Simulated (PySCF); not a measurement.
Ge(H)3(SeH) (GeH4Se), SMILES [GeH3][SeH]. Geometry optimised at B3LYP-D3(BJ)/def2-TZVP.

Computed with B3LYP-D3(BJ)/def2-TZVP run with PySCF.

Harmonic wavenumbers (cm⁻¹): 142, 280, 475, 539, 706, 821, 869, 883, 2134, 2140, 2158, 2402. Rotational constants (GHz): 59.11, 2.219, 2.198; symmetry number 1.

Question: Work out the zero-point energy and the ideal-gas rigid-rotor harmonic-oscillator thermochemistry at 298.15 K and 1 atm.

Answer: ZPE = ½ Σ hcν = ½ × 13550 cm⁻¹ = 19.37 kcal/mol. H − E(el) = 22.90 kcal/mol. Entropy in cal/(mol K): translation 41.04, rotation 24.53, vibration 6.40, total 71.96. G − E(el) = 1.44 kcal/mol. Cp = 16.56 cal/(mol K). Modes under 150 cm⁻¹ make the vibrational entropy uncertain.
